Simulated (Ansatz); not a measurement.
Reactions of `C=C([SiH3])OC=S`.

Isolated molecules relaxed with PBE0-D4/def2-TZVP in Ansatz; ΔE leaves out vibrations. CBS: MP2 limit from def2 TZ/QZ plus the TZ coupled-cluster correction, frozen cores. This one scheme is used for every species. Functionals use def2-TZVPP. B3LYP here is the variant with VWN-RPA as its local correlation; programs differ in this. For Se outer-core shells are correlated without core-valence functions, which leaves a few kJ/mol of doubt a bond. Scalar relativity is left out up to krypton. One conformer a species, not always the lowest.

```tsv
reaction	B3LYP-D4 (kJ/mol)	MP2/CBS(def2) (kJ/mol)	CCSD/CBS(def2) (kJ/mol)	HF/CBS(def2) (kJ/mol)
`C=C([SiH3])OC=S` + `O[SiH](F)[SiH3]` → `F[SiH]([SiH3])OC=S` + `C=C(O)[SiH3]`	16	23	19	19
`C=C([SiH3])OC=S` + H₂ → `C=C[SiH3]` + `OC=S`	-79	-82	-93	-110
`C=C([SiH3])OC=S` + H₂Se → `C=C([SiH3])[SeH]` + `OC=S`	-29	-44	-35	-24
`C=C([SiH3])OC=S` + `NB(O)Cl` → `NB(Cl)OC=S` + `C=C(O)[SiH3]`	18	23	20	19
```

Task: Give the CCSD(T)/CBS values in the same order. (Estimate.)

Result: Ansatz gave: 20, -85, -35, 20 kJ/mol.

Largest T1 diagnostic: 0.018, for `OC=S`.
